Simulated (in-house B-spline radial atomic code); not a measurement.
How numerical settings move a run on the ruthenium ion Ru⁺, [Kr] 4d7. Computed with an all-electron radial atomic-structure program (B-spline basis): Dirac-Kohn-Sham LDA VWN5, spherical fractional occupations, Fermi nucleus of rms radius 4.4809 fm.

Command:
```bash
python run_scf.py task.json out
```
Settings of the sound reference run:
```
Z                44
electrons        43
configuration    [Kr] 4d7
hamiltonian      dirac
method           lda,vwn
spin_polarised   False
nucleus          fermi
rms_radius       4.4809
mass_number      102
atomic_mass      101.9043
speed_of_light   137.036
knot_spacing     0.22
spline_order     8
gauss_points     12
box_radius       35.29
max_iterations   70
damping          0.5
damped_steps     3
diis_vectors     10
tolerance        1e-08
start            Thomas-Fermi
```

Run time, properties included: 1.2 s on 1 thread of Arm Neoverse V2, on a shared host.

It converges in 10 iterations to -4526.727840 hartree, with 4d5/2 at -12.6712 eV. The other runs change the listed settings, some to values that make no sense; their results aren't properties of the atom or ion. Radii are in bohr (the nuclear one in fm), a minus after a letter asks for a j subshell, and «unchanged» means within 1e-8 hartree. The run stops when the residual is below 10 × tolerance × max(1, Z/10), or a noise floor if that is larger, and the energy moves by less than 1e-8 × √|E| hartree; so very loose and very tight tolerances often act alike.

```tsv
changed settings	outcome
box_radius = 10.59	converged in 10 iterations, energy +1.51e-06 hartree from the reference, 4d5/2 level +1.9e-04 eV (the program warns: 4d5/2 reaches the box edge; 4d3/2 reaches the box edge)
box_radius = 5.29	converged in 10 iterations, energy +1.49e-02 hartree from the reference, 4d5/2 level +5.4e-01 eV (the program warns: 4d5/2 reaches the box edge; 4p1/2 reaches the box edge)
spline_order = 5, first_knot = 0.000227, max_iterations = 50, start = bare nucleus	converged in 13 iterations, energy +4.25e-04 hartree from the reference, 4d5/2 level +2.5e-05 eV
electrons = 44, configuration = [Kr] 4d7 5p-1, max_iterations = 75	converged in 10 iterations to -4526.8792 hartree, a different physical problem
first_knot = 0.00682	converged in 10 iterations, energy +1.11e-02 hartree from the reference, 4d5/2 level -2.6e-04 eV
box_radius = 3.53	converged in 9 iterations, energy +3.06e-01 hartree from the reference, 4d5/2 level +5.2e+00 eV (the program warns: 4d5/2 reaches the box edge; 4s1/2 reaches the box edge)
diis_vectors = 4	converged in 10 iterations, energy unchanged, 4d5/2 level +4.8e-05 eV
first_knot = 2.27e-06	converged in 10 iterations, energy unchanged
box_radius = 2.12	converged in 8 iterations, energy +5.77e+00 hartree from the reference, 4d5/2 level +4.0e+01 eV (the program warns: 4d5/2 has a positive eigenvalue: unbound, held by the box; 4d3/2 has a positive eigenvalue: unbound, held by the box)
first_knot = 0.000227	converged in 10 iterations, energy +2.60e-04 hartree from the reference
knot_spacing = 1, box_radius = 5.29, max_iterations = 75, diis_vectors = 0	converged in 18 iterations, energy +6.34e+00 hartree from the reference, 4d5/2 level +5.1e-01 eV (the program warns: 4d5/2 reaches the box edge; 3s1/2 reaches the box edge)
gauss_points = 5, first_knot = 2.27e-05, max_iterations = 100, damping = 0.95, diis_vectors = 1	not converged after 100 iterations, last residual 7.4e-01, last energy +1.60e+01 hartree from the reference
diis_vectors = 0	converged in 18 iterations, energy unchanged, 4d5/2 level +3.6e-05 eV
first_knot = 0.0682	converged in 10 iterations, energy +1.32e+01 hartree from the reference, 4d5/2 level -6.2e-02 eV
box_radius = 1.41	converged in 8 iterations, energy +4.18e+01 hartree from the reference, 4d5/2 level +1.7e+02 eV (the program warns: 4d5/2 has a positive eigenvalue: unbound, held by the box; 4s1/2 has a positive eigenvalue: unbound, held by the box)
first_knot = 2.27e-05	converged in 10 iterations, energy +5.84e-08 hartree from the reference, 4d5/2 level -3.5e-07 eV
```

(1) What happens with first_knot = 0.00227?

(2) What happens with diis_vectors = 2?

(3) What happens with gauss_points = 3, max_iterations = 50, diis_vectors = 2?

(4) What happens with first_knot = 0.0227?

Answers

(1) Converged in 10 iterations, energy +4.09e-02 hartree from the reference, 4d5/2 level -3.6e-05 eV.

(2) Converged in 12 iterations, energy unchanged, 4d5/2 level +1.6e-05 eV.

(3) Converged in 11 iterations, energy +2.18e-04 hartree from the reference, 4d5/2 level +4.2e-05 eV.

(4) Converged in 10 iterations, energy +9.71e-01 hartree from the reference, 4d5/2 level -4.0e-03 eV.
